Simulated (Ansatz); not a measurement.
System: sum formula ZrOCl2 (charge -1, doublet). The spin state was set by rule; other spins were not relaxed. 
Coordinates optimised at B3LYP-D3(BJ)/def2-TZVP (Ansatz, an electronic-structure program):
```
Zr
O 1 1.7757
Cl 1 2.4837 2 115.40
Cl 1 2.4837 2 115.40 3 180.00
```
Charge -1, spin multiplicity 2.

Basis-set convergence of Hartree-Fock and MP2 correlation energies (hartree) with Ansatz. Cores are frozen in the correlated levels unless marked. UHF or UKS for open shells. Spin-orbit coupling is left out. The frozen core is the preceding noble-gas configuration, with the filled d and f shells of earlier blocks. Past Kr the def2 sets carry scalar-relativistic core potentials.

| basis | functions | E(HF) | E(corr, MP2) |
|---|---|---|---|
| def2-SVPD | 111 | -1040.32167 | -0.60323 |
| def2-TZVPPD | 198 | ? | ? |

**Question.** Some entries are withheld; supply them.

**Answer.** 
- def2-TZVPPD, E(HF): -1040.72194
- def2-TZVPPD, E(corr, MP2): -0.75117
